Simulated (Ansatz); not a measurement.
Isolated molecules relaxed with PBE0-D4/def2-TZVP in Ansatz; ΔE leaves out vibrations. CCSD(T)/CBS adds triple-zeta CCSD(T) − MP2 to the extrapolated MP2 energy (def2 sets, frozen cores). Functionals use def2-TZVPP. Each species was taken in one conformer, which may not be the lowest.

Consider the ligand exchange at the Si–C bond: `O[SiH2]/C=C/[SiH3]` + `C[O][AlH][SH]` → `C[O][AlH][S][SiH3]` + `C=C[SiH2]O`.

Q: Is it downhill or uphill in electronic energy at CCSD(T)/CBS, and by how much? (Estimate.)

A: The calculation gave: Downhill: ΔE = -61.7 kJ/mol.

Q: What do these levels give: ωB97M-V, r2SCAN, CCSD/def2-TZVPP, SCS-MP2/def2-QZVPP, MP2/CBS(def2), CCSD/CBS(def2)? (Estimate.)

A: Ansatz gave: ωB97M-V -60.7, r2SCAN -61.3, CCSD/def2-TZVPP -58.4, SCS-MP2/def2-QZVPP -62.0, MP2/CBS(def2) -65.6, CCSD/CBS(def2) -61.7 kJ/mol.

Largest T1 diagnostic among the species: 0.012.

From PBE to PBE0 (25 % exact exchange), in def2-TZVPP and without D4, ΔE moves by −3.7 kJ/mol. The D4 term adds −4.4 kJ/mol with B3LYP and −2.4 kJ/mol with PBE0; it sums over pairs of atoms, weighted by their polarisabilities, and B3LYP, whose exchange is more repulsive, gets the larger term.

B3LYP here is the variant with VWN-RPA as its local correlation; programs differ in this.
